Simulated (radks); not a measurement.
Q: La V, 53 electrons, occupied as [Kr] 4d10 5s2 5p5. All-electron calculation, Dirac Kohn-Sham, SOGGA, spin-unpolarised, spherical densities, point nucleus; open shells fill j = l - 1/2 first. Program: a radial shooting solver on a logarithmic mesh with Libxc functionals. Some entries of the table are withheld. Estimate them.

orbital,occ.,eigenvalue (hartree),<1/r> (bohr^-1),<r> (bohr)
1s1/2,2,-1423.666,62.00,0.02507
2s1/2,2,-227.7286,14.59,0.1070
2p1/2,2,(1),14.57,0.08992
2p3/2,4,(2),13.25,0.09602
3s1/2,2,-49.79716,5.251,0.2850
3p1/2,2,-44.37636,5.165,0.2748
3p3/2,4,-41.41937,4.836,0.2868
3d3/2,4,-31.91786,(3),0.2578
3d5/2,6,-31.28500,(4),0.2616
4s1/2,2,-11.15060,2.173,0.6540
4p1/2,2,-9.15526,2.070,(5)
4p3/2,4,-8.52374,1.962,(6)
4d3/2,4,-5.25020,(7),0.7605
4d5/2,6,-5.14032,(8),0.7700
5s1/2,2,-2.73285,0.8786,1.515
5p1/2,2,-2.16294,0.7921,(9)
5p3/2,3,-2.05792,0.7580,(10)
4f5/2,0,(11),1.210,1.063
4f7/2,0,(12),1.202,1.070
6s1/2,0,-1.03971,0.4114,3.175

A: 
(1) 2p1/2 eigenvalue (hartree): -214.8729
(2) 2p3/2 eigenvalue (hartree): -199.7008
(3) 3d3/2 <1/r> (bohr^-1): 4.699
(4) 3d5/2 <1/r> (bohr^-1): 4.616
(5) 4p1/2 <r> (bohr): 0.6742
(6) 4p3/2 <r> (bohr): 0.7012
(7) 4d3/2 <1/r> (bohr^-1): 1.745
(8) 4d5/2 <1/r> (bohr^-1): 1.719
(9) 5p1/2 <r> (bohr): 1.663
(10) 5p3/2 <r> (bohr): 1.726
(11) 4f5/2 eigenvalue (hartree): -1.50924
(12) 4f7/2 eigenvalue (hartree): -1.49804
